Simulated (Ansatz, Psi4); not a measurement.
Here is a job for Psi4.
```
memory 2 GB

molecule {
0 1
C    -3.03352122   -0.41163842   -0.03480905
C    -1.77002507    0.35031435    0.31622935
O    -0.65161878   -0.38828133   -0.18665742
C     0.54314173    0.14423225    0.04712074
O     0.75080793    1.16978543    0.63215238
O     1.47941538   -0.65062217   -0.47585791
C     2.81948238   -0.20793627   -0.30495175
H    -3.01068628   -1.39979818    0.41570490
H    -3.89948710    0.12993476    0.33426510
H    -3.11409601   -0.52390616   -1.11222340
H    -1.76694868    1.34905101   -0.13422869
H    -1.66043459    0.46592034    1.40019533
H     3.44392287   -0.97225834   -0.75959052
H     2.97001014    0.75423290   -0.79847543
H     3.05441669   -0.10006298    0.75572043
}

set {
  basis sto-3g
  scf_type pk
  puream true
  d_convergence 1e-8
  dft_radial_points 99
  dft_spherical_points 590
}

energy('revpbe')
print_variables()
```

**Question.** Convert this to an input for Ansatz (a program for electronic structure).

**Answer.** One answer among several that fit: 
Ansatz 0.2 input:
```yaml
crystal:
  periodic: [false, false, false]
  atoms:
    - {symbol: C, position_ang: [-3.03352122, -0.41163842, -0.03480905]}
    - {symbol: C, position_ang: [-1.77002507, 0.35031435, 0.31622935]}
    - {symbol: O, position_ang: [-0.65161878, -0.38828133, -0.18665742]}
    - {symbol: C, position_ang: [0.54314173, 0.14423225, 0.04712074]}
    - {symbol: O, position_ang: [0.75080793, 1.16978543, 0.63215238]}
    - {symbol: O, position_ang: [1.47941538, -0.65062217, -0.47585791]}
    - {symbol: C, position_ang: [2.81948238, -0.20793627, -0.30495175]}
    - {symbol: H, position_ang: [-3.01068628, -1.39979818, 0.41570490]}
    - {symbol: H, position_ang: [-3.89948710, 0.12993476, 0.33426510]}
    - {symbol: H, position_ang: [-3.11409601, -0.52390616, -1.11222340]}
    - {symbol: H, position_ang: [-1.76694868, 1.34905101, -0.13422869]}
    - {symbol: H, position_ang: [-1.66043459, 0.46592034, 1.40019533]}
    - {symbol: H, position_ang: [3.44392287, -0.97225834, -0.75959052]}
    - {symbol: H, position_ang: [2.97001014, 0.75423290, -0.79847543]}
    - {symbol: H, position_ang: [3.05441669, -0.10006298, 0.75572043]}
basis:
  gaussian:
    orbitals: STO-3G
hamiltonian:
  xc: revpbe
accuracy: high
```

Both were run: Psi4 gave -377.795930 Eh and Ansatz -377.795930 Eh, 0.000 mEh apart.
